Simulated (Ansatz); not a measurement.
`O[SiH](O)Br` → H₂O + `O[Si]Br` at 400 K and 1 bar (silylene formation by 1,1-elimination).

Isolated molecules relaxed with PBE0-D4/def2-TZVP in Ansatz; ΔE leaves out vibrations. CBS: MP2 limit from def2 TZ/QZ plus the TZ coupled-cluster correction, frozen cores. This one scheme is used for every species. For Br outer-core shells are correlated without core-valence functions, which leaves a few kJ/mol of doubt a bond. Scalar relativity is left out up to krypton. Each species was taken in one conformer, which may not be the lowest.

```
      species  CCSD(T)/CBS energy (Eh)  H − E (kJ/mol)  S (J/(mol·K))
`O[SiH](O)Br`              -3014.70788           129.7          358.6
          H₂O                -76.37941            69.8          198.6
    `O[Si]Br`              -2938.23569            59.0          308.9
```

H − E and S are ideal-gas, rigid-rotor, harmonic terms from PBE0-D4/def2-TZVP, for one conformer and one mirror image of each species. 1 Eh = 2625.50 kJ/mol, R = 8.31446 J/(mol·K).

Q: By hand: ΔE, ΔH, ΔS and ΔG.

A: ΔE = (-76.37941) + (-2938.23569) − (-3014.70788) = 0.09278 Eh = 243.6 kJ/mol. Δ(H − E) = 69.8 + 59.0 − 129.7 = -0.9, so ΔH = 242.7 kJ/mol. ΔS = 198.6 + 308.9 − 358.6 = 148.9 J/(mol·K). ΔG = 242.7 − 400 × (148.9)/1000 = 183.1 kJ/mol.

Q: By hand: the equilibrium constant, and the temperature at which ΔG would vanish if ΔH and ΔS stayed fixed.

A: log₁₀ K = −ΔG/(RT ln 10) = -23.9. ΔG = 0 at ΔH/ΔS = 1630 K.

The number of gas molecules changes by +1, which sets the sign of ΔS. A doubt of 5 kJ/mol in ΔE shifts log₁₀ K by 0.7 here. Other conformers and mirror images would add mixing entropy, several J/(mol·K) or more a flexible species. These are equilibria of isolated gas molecules and say nothing of rates. Largest T1 diagnostic: 0.012 (customary marks: 0.02 for closed shells, 0.045 for open ones).
